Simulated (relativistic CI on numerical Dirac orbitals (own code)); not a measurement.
## Hyperfine structure of Rh XVII, mass number 103

Method of calculation: Dirac-Coulomb-Breit CI, orbitals from a KLI potential per configuration, model QED, unscaled Slater integrals (own radial code, finite nucleus).

Configurations in the expansion (outside the closed core [Ar]): 3d10 4s, 3d10 4p, 3d10 4d, 3d10 4f, 3d10 5s, 3d10 5p, 3d10 5d, 3d10 5f, 3d10 5g, 3d10 6s, 3d9 4p2, 3d10 6p, 3d9 4s2, 3d8 4s 4p2, 3d10 6d, 3d10 6f. Levels of other configurations are missing.

Nuclear spin I = 1/2, μ = -0.08829 μN (tables of Stone and Pyykkö). The electronic factors are computed for point nuclear moments, without core polarisation or the Bohr-Weisskopf and QED corrections.

```tsv
Level	E (cm⁻¹)	A (MHz)
3d10 4s 2S_1/2	0	-24620
3d10 4p 2P°_1/2	282796	-7057
3d10 4p 2P°_3/2	331920	-1176
3d10 4d 2D_3/2	792079	-503.5
3d10 4d 2D_5/2	800740	-210.5
3d10 4f 2F°_5/2	1270962	-67.95
3d10 4f 2F°_7/2	1271340	-37.61
3d10 5s 2S_1/2	1457383	-10530
```

Levels with J = 0, under 50 % of one LS term, or S terms without an open s electron are left out. Small factors come from cancelling terms and can be off by tens of per cent or more.

At this charge energies of transitions that change n are usually good to better than 1 %, and those within a shell (Δn = 0) to a few per cent.

Give the hyperfine levels of 3d10 4s 2S_1/2 relative to its centre of gravity.

With K = F(F + 1) − I(I + 1) − J(J + 1), E = AK/2: F = 0: 18470, F = 1: -6155 MHz.

LS names give the leading component of a level, which can be under half, so a name can repeat, a term be missing and a line seem to break the LS rules.
